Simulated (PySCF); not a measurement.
## Bonding in `C=C/C=C(\F)[Si@@H](C)P`

C5H10FPSi.
Atom-mapped SMILES: `[CH2:1]=[CH:2]/[CH:3]=[C:4](\[F:5])[Si@@H:6]([CH3:7])[PH2:8]` (hydrogens: H9, H10 on C1; H11 on C2; H12 on C3; H13 on Si6; H14, H15, H16 on C7; H17, H18 on P8)

Cartesian coordinates in Å at the GFN2-xTB level; atoms count from 1:
```
atom  x, y, z in Å
C1    -3.4762    1.3840   -0.0268
C2    -2.6793    0.3246    0.0785
C3    -1.2614    0.4187    0.3238
C4    -0.4247   -0.6174    0.4446
F5    -0.9225   -1.8797    0.3348
Si6    1.4429   -0.5523    0.7614
C7     2.3085   -1.6280   -0.5546
P8     1.9771    1.6334    0.7314
H9    -4.5316    1.2835   -0.2115
H10   -3.0960    2.3879    0.0711
H11   -3.0779   -0.6763   -0.0204
H12   -0.8320    1.4079    0.4203
H13    1.7194   -1.0701    2.1110
H14    2.2070   -1.1985   -1.5487
H15    1.8762   -2.6240   -0.5793
H16    3.3693   -1.7308   -0.3431
H17    3.3358    1.4156    0.8489
H18    2.0568    1.7280   -0.6474
```

Bond orders from the PBE0/pcSseg-1 density (PySCF). One conformer (not necessarily the lowest) at the GFN2-xTB geometry, without solvent, vibrations or thermal averaging.

**Question.** Where do the orders between heavy atoms depart from those drawn in the SMILES?

**Answer.** The largest departure is 0.274, at C3–C4 (drawn double, 1.726). Drawn single, order below 0.88: C4–Si6 (0.866).

**Question.** Set the Mayer orders of the bonds between heavy atoms beside their lengths.

**Answer.** 
```tsv
bond	drawn as	length (Å)	Mayer order
C1–C2	double	1.330	1.903
C2–C3	single	1.442	1.096
C3–C4	double	1.337	1.726
C4–F5	single	1.361	0.902
C4–Si6	single	1.895	0.866
Si6–C7	single	1.907	0.947
Si6–P8	single	2.250	1.012
```

Bonds between the same two heavy elements. C–C: lowest C2–C3 (1.096, 1.442 Å), highest C1–C2 (1.903, 1.330 Å). C–Si: lowest C4–Si6 (0.866, 1.895 Å), highest Si6–C7 (0.947, 1.907 Å); in 1 of the 1 pairs the longer bond (by over 0.003 Å) has the higher order (by 0.02 or more).

**Question.** And the bonds to hydrogen?

**Answer.** C–H: 0.93 to 0.96 (7 bonds); H–Si: 0.94 (1 bond); H–P: 0.92 to 0.94 (2 bonds).

**Question.** Sum the orders of all bonds at each heavy atom with more than one neighbour and set the sums beside the valence in the SMILES.

**Answer.** C1 3.810 (drawn 4), C2 3.959 (drawn 4), C3 3.753 (drawn 4), C4 3.494 (drawn 4), Si6 3.761 (drawn 4), C7 3.809 (drawn 4), P8 2.871 (drawn 3). Orders between atoms that aren't bonded are not in these sums.

The Mayer order sums products of elements of PS (density times overlap matrix) between the two atoms' basis functions, so it depends on the basis set.
